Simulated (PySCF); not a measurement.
SCF from a fresh guess for singlet Be4, at the PBE0 minimum. PySCF input:

```python
from pyscf import gto, scf, dft
mol = gto.M(atom='''
Be     0.000060     1.027428    -0.726501
Be    -0.000000    -1.027428    -0.726501
Be     1.027398    -0.000030     0.726544
Be    -1.027458     0.000030     0.726459''',
    basis={'Be': 'def2-TZVP'},
    charge=0, spin=0)
mf = dft.RKS(mol, xc='PBE0')
mf.grids.atom_grid = (50, 194)
aux = {'Be': 'def2-universal-JKFIT'}
mf = mf.density_fit(auxbasis=aux)
mf.conv_tol = 1e-08
mf.diis_space = 10
mf.max_cycle = 60
mf.init_guess = 'minao'
mf.verbose = 4
mf.kernel()
```

Excerpt of the output (cycles and frontier levels):

```
init E= -59.3311274131152
  HOMO = -0.253169414309271  LUMO = -0.158202262707095  gap/eV = 2.58419
cycle= 1 E= -58.6909042629959  delta_E= 0.64  |g|= 0.248  |ddm|= 1.94
  HOMO = -0.181244839328554  LUMO = -0.0733314132177973  gap/eV = 2.93647
cycle= 2 E= -58.6946999043726  delta_E= -0.0038  |g|= 0.206  |ddm|= 0.597
  HOMO = -0.226180898660483  LUMO = -0.112016596471111  gap/eV = 3.10657
cycle= 3 E= -58.7172967033834  delta_E= -0.0226  |g|= 0.032  |ddm|= 0.324
  HOMO = -0.220539987748035  LUMO = -0.107794767343018  gap/eV = 3.06795
cycle= 4 E= -58.7177943307517  delta_E= -0.000498  |g|= 0.00135  |ddm|= 0.0471
  HOMO = -0.220524384211166  LUMO = -0.107817644789857  gap/eV = 3.06691
cycle= 5 E= -58.7177957120205  delta_E= -1.38e-06  |g|= 0.000242  |ddm|= 0.00329
  HOMO = -0.220480086125891  LUMO = -0.107774767590977  gap/eV = 3.06687
cycle= 6 E= -58.7177957680342  delta_E= -5.6e-08  |g|= 3.66e-05  |ddm|= 0.000808
  HOMO = -0.220468938581326  LUMO = -0.107763502415179  gap/eV = 3.06687
cycle= 7 E= -58.7177957689338  delta_E= -9e-10  |g|= 2.08e-06  |ddm|= 8.94e-05
  HOMO = -0.220469645720983  LUMO = -0.107763959843206  gap/eV = 3.06688
Extra cycle  E= -58.7177957689328  delta_E= 9.38e-13  |g|= 2.96e-06  |ddm|= 8.67e-06
converged SCF energy = -58.7177957689328
```

No lower solution of this spin was found by a stability analysis within the restricted form, which does not test spin polarisation.

The search for the lowest solution, with the stability check, took 1.3 s on 2 threads of a shared Arm Neoverse V1 host, with 76 basis functions; the process peaked at 0.3 GiB. Launch command: `OMP_NUM_THREADS=2 python axn.py task.json out`.
